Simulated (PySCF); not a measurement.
**K (potassium, neutral) across methods**

[Ar] 4p1, 2P determinant (an excited configuration). Computed with PySCF 2.14 in aug-cc-pVTZ-X2C (7s6p4d2f, 59 functions), with scalar relativity by spin-free X2C-1e.

```json
{"method": "PBE", "E (hartree)": "-601.967", "mean ε 3p α (eV)": "-20.260", "mean ε 3p β (eV)": "-20.230", "mean ε 4p α (eV)": "-1.640", "Σ⟨r²⟩ (bohr²)": "67.90", "⟨S²⟩": "0.750"}
{"method": "B97-3", "E (hartree)": "-602.109", "mean ε 3p α (eV)": "-22.429", "mean ε 3p β (eV)": "-22.424", "mean ε 4p α (eV)": "-1.908", "Σ⟨r²⟩ (bohr²)": "70.27", "⟨S²⟩": "0.750"}
{"method": "LDA", "E (hartree)": "-600.419", "mean ε 3p α (eV)": "-20.312", "mean ε 3p β (eV)": "-20.285", "mean ε 4p α (eV)": "-1.591", "Σ⟨r²⟩ (bohr²)": "68.16", "⟨S²⟩": "0.750"}
{"method": "r2SCAN", "E (hartree)": "-602.142", "mean ε 3p α (eV)": "-20.887", "mean ε 3p β (eV)": "-20.873", "mean ε 4p α (eV)": "-1.596", "Σ⟨r²⟩ (bohr²)": "68.95", "⟨S²⟩": "0.750"}
{"method": "TPSSh", "E (hartree)": "-602.193", "mean ε 3p α (eV)": "-21.298", "mean ε 3p β (eV)": "-21.272", "mean ε 4p α (eV)": "-1.698", "Σ⟨r²⟩ (bohr²)": "69.03", "⟨S²⟩": "0.750"}
{"method": "BLYP", "E (hartree)": "-602.184", "mean ε 3p α (eV)": "-20.081", "mean ε 3p β (eV)": "-20.065", "mean ε 4p α (eV)": "-1.487", "Σ⟨r²⟩ (bohr²)": "68.08", "⟨S²⟩": "0.750"}
{"method": "PBE0", "E (hartree)": "-602.010", "mean ε 3p α (eV)": "-22.335", "mean ε 3p β (eV)": "-22.302", "mean ε 4p α (eV)": "-1.953", "Σ⟨r²⟩ (bohr²)": "69.27", "⟨S²⟩": "0.750"}
{"method": "UHF", "E (hartree)": "-601.41211", "mean ε 3p α (eV)": "-27.443", "mean ε 3p β (eV)": "-27.402", "mean ε 4p α (eV)": "-2.603", "Σ⟨r²⟩ (bohr²)": "77.32", "⟨S²⟩": "0.750"}
```
